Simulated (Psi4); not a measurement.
Reaction (SMILES): BN (BH2-NH2) → [NH-]B + H+
B3LYP-D3(BJ)/def2-TZVP geometries, fixed; electronic energies without zero-point terms.

Effect of the integral screening threshold at PBE/cc-pVTZ with Psi4, against the last row, where the deprotonation energy is 388.72 kcal/mol. The proton leaves the site shown, which need not be the most acidic.

| setting | largest shift of a total energy (mEh) | shift of the deprotonation energy (kcal/mol) |
|---|---|---|
| ints_tolerance: 1e-6 | 0.001 | 0.000 |
| ints_tolerance: 1e-8 | 0.000 | 0.000 |
| ints_tolerance: 1e-10 | 0.000 | 0.000 |
| ints_tolerance: 1e-14 | 0.000 | 0.000 |

Within 0.02 kcal/mol in the deprotonation energy: ints_tolerance: 1e-6; ints_tolerance: 1e-8; ints_tolerance: 1e-10. The largest shift is 0.001 mEh in a total energy and 0.000 kcal/mol in the difference.
